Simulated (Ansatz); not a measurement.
An input meant for VH2Cl2 (charge 0, doublet).

```yaml
crystal:
  periodic: [false, false, false]
  atoms:
    - {symbol: V, position_ang: [-0.080956, -0.000123, -0.056715]}
    - {symbol: H, position_ang: [0.069862, -0.008837, 1.560141]}
    - {symbol: H, position_ang: [1.490126, 0.011270, -0.467375]}
    - {symbol: Cl, position_ang: [-0.750762, 1.969250, -0.506355]}
    - {symbol: Cl, position_ang: [-0.728269, -1.971550, -0.529706]}
basis:
  gaussian: {orbitals: def2-SVPD, fitting: {mean_field: def2-universal-jkfit}}
magnetization: {spin_polarized: true, initial_magnetization: 1}
hamiltonian: {xc: {name: HF}}
correlation: {method: mp2, frozen_orbitals: {V: 0}}
scf: {omitted_lower_state_checks: [starts]}
output: {forces: true}
```

```sh
$ ansatz run in.yaml --threads 4 --pin off --events-out ev --progress --plain --max-ram 3916MiB
```

It prints (some lines left out):

```
Functional definition: HF
Error: "frozen_orbitals" has no count for H
```

In this input frozen orbitals are typed for one element alone, and the program wants a count for each (the count typed has to fit that element's core, too). The input was rejected before any iteration.
